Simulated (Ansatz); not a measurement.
`C[N]=[Mo](=[O])([F])[Cl]` at its PBE0-D4/def2-TZVP geometry, where that method's forces vanish. Total charge 0; spin multiplicity 1. Mo: def2 effective core potential.

```xyz
9

C    -1.2117   -0.2605   -0.9537
N    -0.0317    0.2625   -0.3666
Mo    1.0901    0.3178    0.9245
O     0.4843   -0.7034    2.0965
F     1.1861    2.0705    1.5259
Cl    3.0491   -0.4999    0.1313
H    -1.8955    0.5566   -1.2022
H    -1.7142   -0.9595   -0.2755
H    -0.9566   -0.7842   -1.8804
```

(1) What forces (eV/Å) does PBE-D4/def2-TZVPP give on these atoms in the Gaussian-basis code of Ansatz? (Best estimate.)

Results:

(1) Computed: 
```
C1   0.030  0.030 -0.004
N2  -0.551  0.046 -0.748
Mo3  1.056  0.465 -0.143
O4  -0.506 -0.820  0.952
F5   0.011  0.514  0.187
Cl6  0.247 -0.108 -0.101
H7  -0.174  0.153 -0.068
H8  -0.131 -0.159  0.131
H9   0.019 -0.121 -0.205
```
